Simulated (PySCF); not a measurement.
HfO(OH) + HCl → HfOCl + H₂O

Level: PBE0 in the def2-TZVP basis family, computed in PySCF with density fitting; scalar-relativistic core potentials for atoms from Rb on, none lighter, no spin–orbit coupling; open shells unrestricted.

| species | state and structure | E (Eh) | ZPE (kJ/mol) | H(298 K) − H(0) (kJ/mol) | S° (J/(mol K)) |
| --- | --- | --- | --- | --- | --- |
| HfO(OH) | doublet, Cs, Hf–O 1.748 Å, Hf–O 1.933 Å, O–H 0.958 Å; H–O–Hf 131.4°, O–Hf–O 109.3° | -199.02272 | 40.4 | 13.0 | 298.4 |
| HCl | singlet, C∞v, H–Cl 1.279 Å | -460.66440 | 17.9 | 8.7 | 186.6 |
| HfOCl | doublet, Cs, Hf–Cl 2.352 Å, Hf–O 1.736 Å; Cl–Hf–O 110.8° | -583.32004 | 9.0 | 12.5 | 304.9 |
| H₂O | singlet, C2v, O–H 0.960 Å (×2); H–O–H 105.1° | -76.37736 | 56.5 | 9.9 | 188.7 |

Task: What is the electronic reaction energy?

Result: At PBE0/def2-TZVP, ΔE = -27.0 kJ/mol from the differences of the total energies times 2625.5, downhill. 

Task: Add zero-point, thermal and entropy terms for 298.15 K and 1 bar.

Result: ΔZPE = 7.2 and Δ[H(298) − H(0)] = 0.7 kJ/mol give ΔH° = -19.1 kJ/mol. ΔS° = 8.6 J/(mol K), so ΔG° = -19.1 − 298.15 × (0.0086) = -22 kJ/mol and log₁₀K = 3.8.

Spin–orbit coupling can matter for HfO(OH), HfOCl and is left out. Open d or f shells are single determinants, so the state found may not be the ground state. Each species is the lowest minimum found with this bonding; other isomers or fragments can lie lower.
